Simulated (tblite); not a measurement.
Species: C2H9BGeS.
Atom-mapped SMILES: `[CH3:1][S:2][BH:3][GeH2:4][CH3:5]` (hydrogens: H6, H7, H8 on C1; H9 on B3; H10, H11 on Ge4; H12, H13, H14 on C5)

Computed with GFN2-xTB (tblite), gas phase: L-BFGS steps from a force-field or distance-geometry start until the largest atomic force falls under 0.01 eV/Å.

Geometry at step 139:
```
atom  x, y, z in Å
C1      2.0468    0.8194   -0.8670
S2      2.2815   -0.1107    0.6908
B3      0.7990   -0.9888    0.9460
Ge4    -0.8232   -0.9693   -0.2482
C5     -2.0514    0.5281    0.1524
H6      1.5781    0.1749   -1.6175
H7      1.4185    1.6929   -0.6635
H8      3.0369    1.1362   -1.2035
H9      0.7939   -1.6103    1.9382
H10    -0.5646   -0.8958   -1.7387
H11    -1.6436   -2.2273   -0.1389
H12    -2.4494    0.4106    1.1581
H13    -2.8883    0.5544   -0.5395
H14    -1.5348    1.4853    0.1039
```

**Question.** Give the atomic forces at this geometry.

**Answer.** 
```json
{"atom": "C1", "Fx (eV/Å)": "-0.055", "Fy (eV/Å)": "0.089", "Fz (eV/Å)": "-0.169"}
{"atom": "S2", "Fx (eV/Å)": "-0.006", "Fy (eV/Å)": "0.002", "Fz (eV/Å)": "-0.012"}
{"atom": "B3", "Fx (eV/Å)": "0.003", "Fy (eV/Å)": "-0.019", "Fz (eV/Å)": "0.019"}
{"atom": "Ge4", "Fx (eV/Å)": "-0.002", "Fy (eV/Å)": "0.002", "Fz (eV/Å)": "-0.030"}
{"atom": "C5", "Fx (eV/Å)": "-0.025", "Fy (eV/Å)": "0.010", "Fz (eV/Å)": "0.035"}
{"atom": "H6", "Fx (eV/Å)": "0.140", "Fy (eV/Å)": "0.190", "Fz (eV/Å)": "0.196"}
{"atom": "H7", "Fx (eV/Å)": "0.187", "Fy (eV/Å)": "-0.232", "Fz (eV/Å)": "-0.090"}
{"atom": "H8", "Fx (eV/Å)": "-0.254", "Fy (eV/Å)": "-0.039", "Fz (eV/Å)": "0.071"}
{"atom": "H9", "Fx (eV/Å)": "0.015", "Fy (eV/Å)": "-0.001", "Fz (eV/Å)": "-0.006"}
{"atom": "H10", "Fx (eV/Å)": "0.000", "Fy (eV/Å)": "-0.010", "Fz (eV/Å)": "0.005"}
{"atom": "H11", "Fx (eV/Å)": "-0.008", "Fy (eV/Å)": "0.004", "Fz (eV/Å)": "-0.004"}
{"atom": "H12", "Fx (eV/Å)": "0.011", "Fy (eV/Å)": "0.040", "Fz (eV/Å)": "-0.014"}
{"atom": "H13", "Fx (eV/Å)": "0.032", "Fy (eV/Å)": "0.003", "Fz (eV/Å)": "0.007"}
{"atom": "H14", "Fx (eV/Å)": "-0.038", "Fy (eV/Å)": "-0.039", "Fz (eV/Å)": "-0.007"}
```

The largest, 0.31 eV/Å, acts on H7 (H6 within 3 % of it); the rms over all components is 0.086 eV/Å. The forces sum to zero within rounding, as they must for an isolated molecule in no field.

**Question.** Give the force on H7 in Eh/bohr and in nN.

**Answer.** 0.311 eV/Å ÷ 51.422 = 0.00605 Eh/bohr, and 0.311 eV/Å × 1.602 = 0.50 nN.

**Question.** How far is this geometry from the end of the optimisation?

**Answer.** 0.012 eV above it, and 0.179 Å rms away after alignment. The bonds farthest from their final lengths, with half the difference of the two atoms' forces along the bond (positive lengthens):

| bond | now (Å) | final (Å) | force along bond (eV/Å) |
| --- | --- | --- | --- |
| C1–H7 | 1.095 | 1.085 | -0.19 |
| C1–H6 | 1.095 | 1.086 | -0.20 |
| C1–H8 | 1.093 | 1.085 | -0.15 |
| Ge4–C5 | 1.978 | 1.980 | +0.02 |
| B3–Ge4 | 2.014 | 2.017 | +0.02 |
| Ge4–H10 | 1.515 | 1.513 | -0.02 |

The angle farthest from its final value is S2–B3–Ge4, 126.4° against 125.2°.

The cost below is that of the whole relaxation. Time: 1.6 s. Hardware: one thread, Arm Neoverse N1 (aarch64), shared host.
